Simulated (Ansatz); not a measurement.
Consider the substitution at a C–O bond: `COCC(=N)Cl` + `O[SiH2]S[SiH2]Cl` → `CO[SiH2]S[SiH2]Cl` + `N=C(Cl)CO`.

Computed with Ansatz on PBE0-D4/def2-TZVP structures; ΔE is electronic, products minus reactants. CBS: MP2 limit from def2 TZ/QZ plus the TZ coupled-cluster correction, frozen cores. Functionals use def2-TZVPP. B3LYP here is the variant with VWN-RPA as its local correlation; programs differ in this. One conformer a species, not always the lowest.

| level | ΔE (kJ/mol) | difference from CCSD(T)/CBS |
| --- | --- | --- |
| PBE-D4 | 3.4 | -5.0 |
| r2SCAN-D4 | 5.4 | -3.0 |
| PBE0-D4 | 4.7 | -3.7 |
| B3LYP-D4 | 3.2 | -5.2 |
| ωB97X-V | 6.9 | -1.5 |
| ωB97M-V | 7.6 | -0.8 |
| B2PLYP | 7.9 | -0.5 |
| PBE | 6.4 | -2.0 |
| r2SCAN | 6.4 | -2.0 |
| PBE0 | 7.5 | -0.9 |
| B3LYP | 7.9 | -0.5 |
| HF/def2-TZVPP | 10.7 | 2.3 |
| MP2/def2-TZVPP | 8.0 | -0.4 |
| SCS-MP2/def2-TZVPP | 8.5 | 0.1 |
| CCSD/def2-TZVPP | 8.8 | 0.4 |
| CCSD(T)/def2-TZVPP | 8.0 | -0.4 |
| HF/def2-QZVPP | 11.0 | 2.6 |
| MP2/def2-QZVPP | 8.3 | -0.1 |
| SCS-MP2/def2-QZVPP | 8.9 | 0.5 |
| HF/CBS(def2) | 11.0 | 2.6 |
| MP2/CBS(def2) | 8.4 | 0.0 |
| CCSD/CBS(def2) | 9.2 | 0.8 |
| CCSD(T)/CBS | 8.4 | 0 |

Largest T1 diagnostic among the species: 0.012.

The D4 term adds −4.7 kJ/mol with B3LYP and −2.8 kJ/mol with PBE0; it sums over pairs of atoms, weighted by their polarisabilities, and B3LYP, whose exchange is more repulsive, gets the larger term.

CCSD(T)/CBS has its own doubt, a few kJ/mol and more with outer-core shells, so smaller differences from it don't rank the levels.
